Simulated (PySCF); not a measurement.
## Potential energy of BI along the bond

Set-up: basis B x2c-SVPall, I x2c-SVPall; spin-free X2C with a Gaussian nucleus; PySCF 2.14. Energies in eV from B + I in their ground configurations at the same level. State: ¹Σ⁺ (singlet), closed shell.

All columns are HSE06. A positive dipole means B(−)I(+).

```tsv
R (Å)	E (eV)	μ (D)	Mulliken charge on B (basis-dependent)	HOMO (eV)	LUMO (eV)	Mayer bond order	⟨S²⟩
1.834	-2.909	3.47	-0.27	-5.79	-2.07	1.73	0.00
1.920	-3.411	2.95	-0.16	-6.08	-2.24	1.65	0.00
2.005	-3.685	2.42	-0.08	-6.35	-2.40	1.57	0.00
2.069	-3.783	2.01	-0.02	-6.55	-2.53	1.52	0.00
2.133	-3.811	1.60	0.03	-6.73	-2.66	1.48	0.00
2.197	-3.785	1.19	0.07	-6.89	-2.79	1.44	0.00
2.282	-3.688	0.66	0.11	-7.08	-2.96	1.39	0.00
2.389	-3.499	0.01	0.15	-7.25	-3.17	1.34	0.00
2.517	-3.212	-0.73	0.19	-7.37	-3.41	1.29	0.00
2.688	-2.781	-1.64	0.23	-7.06	-3.72	1.24	0.00
```

A fit through these points gives, at Re = 2.131 Å, μ = 1.61 D and dμ/dR = -6.40 D/Å; the reduced mass is 10.13 u.

Problem. How strong is the fundamental in the double-harmonic approximation, I = 42.26·(dμ/dR)²/μred km/mol?

Solution. I = 42.26·(-6.40)²/10.13 = 171 km/mol at HSE06.

These are scalar-relativistic numbers at best; spin–orbit coupling would shift them, the dissociation energy most.
